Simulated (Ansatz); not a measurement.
`C=CB(F)CC` and `CCB(F)Cl` differ in one atom or group.

Ansatz, PBE0-D4/def2-TZVP geometries, multiplicity 1. Each molecule was computed in one conformer, which needn't be the lowest.

| property | `C=CB(F)CC` |
| --- | --- |
| LUMO energy (PBE/def2-TZVPP) / eV | -2.42 |
| HOMO–LUMO gap (PBE0/def2-TZVPP) / eV | 6.81 |
| HOMO–LUMO gap (B3LYP/def2-TZVPP) / eV | 6.35 |
| size of the dipole moment (ωB97M-V/def2-TZVPP) / D | 1.16 |
| HOMO–LUMO gap (ωB97M-V/def2-TZVPP) / eV | 11.15 |
| LUMO energy (PBE0/def2-TZVPP) / eV | -1.45 |

**Question.** Give the same properties after the change, and the shifts. (Best estimate.)

**Answer.** Computed: 
```
                                          property  `CCB(F)Cl`  shift
                 LUMO energy (PBE/def2-TZVPP) / eV       -1.46   0.96
              HOMO–LUMO gap (PBE0/def2-TZVPP) / eV        8.55   1.74
             HOMO–LUMO gap (B3LYP/def2-TZVPP) / eV        8.07   1.72
size of the dipole moment (ωB97M-V/def2-TZVPP) / D        1.63   0.47
           HOMO–LUMO gap (ωB97M-V/def2-TZVPP) / eV       12.93   1.78
                LUMO energy (PBE0/def2-TZVPP) / eV       -0.43   1.02
```

With PBE0 the HOMO falls by 0.73 eV and the LUMO rises by 1.02 eV, so the gap widens by about 1.75 eV. PBE moves the HOMO by -0.65 eV and ωB97M-V by -0.76 eV. Dipoles are sizes alone; their direction can turn.

B3LYP here is the variant with VWN-RPA as its local correlation; programs differ in this.
